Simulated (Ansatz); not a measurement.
Program: Ansatz. Geometries: PBE0-D4/def2-TZVP. ΔE: electronic, gas phase. CCSD(T)/CBS is the MP2 limit (def2-TZVPP, def2-QZVPP) plus CCSD(T) − MP2 in def2-TZVPP, frozen cores. This one scheme is used for every species. Functionals use def2-TZVPP. B3LYP here is the variant with VWN-RPA as its local correlation; programs differ in this. For Ge outer-core shells are correlated without core-valence functions, which leaves a few kJ/mol of doubt a bond. Scalar relativity is left out up to krypton. One conformer a species, not always the lowest.

Reaction (formal exchange of groups at a Ge–C bond): `[GeH3][C]1=CC1` + `B[SiH2]O` → `O[SiH2][BH][GeH3]` + `C1=CC1`

```
          level  ΔE (kcal/mol)  difference from CCSD(T)/CBS
        PBE0-D4           -0.1                         -1.2
       B3LYP-D4            1.2                          0.1
        ωB97X-V            1.6                          0.5
         B2PLYP            2.4                          1.3
         r2SCAN            0.3                         -0.8
           PBE0            0.1                         -1.0
          B3LYP            1.5                          0.4
CCSD/def2-TZVPP            2.2                          1.1
 MP2/def2-QZVPP            3.3                          2.2
   HF/CBS(def2)            4.6                          3.5
    CCSD(T)/CBS            1.1                            0
```

Largest T1 diagnostic among the species: 0.013.

From PBE to PBE0 (25 % exact exchange), in def2-TZVPP and without D4, ΔE moves by +0.8 kcal/mol. In def2-TZVPP, CCSD(T) changes the Hartree–Fock value by −2.5 kcal/mol (the triples alone add −0.1 kcal/mol) and MP2 by −0.8 kcal/mol.
